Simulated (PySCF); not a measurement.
Molecular orbitals of As₂

PBE0 at R = 2.088 Å; basis As cc-pVTZ-PP with ECP10; scalar-relativistic core potentials; PySCF 2.14. State: ¹Σg⁺ (singlet), closed shell. Only the outer orbitals are listed.

```json
{"orbital": "σg", "occ.": "2", "ε (eV)": "-18.87", "main shells (%)": "90 s, 8 p"}
{"orbital": "σu", "occ.": "2", "ε (eV)": "-13.75", "main shells (%)": "89 s, 10 p"}
{"orbital": "σg", "occ.": "2", "ε (eV)": "-7.82", "main shells (%)": "88 p, 11 s"}
{"orbital": "πu", "occ.": "2", "ε (eV)": "-7.42", "main shells (%)": "97 p"}
{"orbital": "πu", "occ.": "2", "ε (eV)": "-7.42", "main shells (%)": "97 p"}
{"orbital": "πg", "occ.": "0", "ε (eV)": "-2.62", "main shells (%)": "97 p"}
{"orbital": "πg", "occ.": "0", "ε (eV)": "-2.62", "main shells (%)": "97 p"}
```

Problem. Which are the highest filled and the lowest empty level, where do they sit, and how wide is the gap?

Solution. Highest filled πu at -7.42 eV (in %: 97 p); lowest empty πg at -2.62 eV (in %: 97 p); the gap at PBE0 is 4.80 eV.

The bond order (Mayer) is 2.96, the ⟨S²⟩ is 0.000 and the polarisability along the bond is 86.9 bohr³. The polarisability across the bond is 38.9 bohr³.
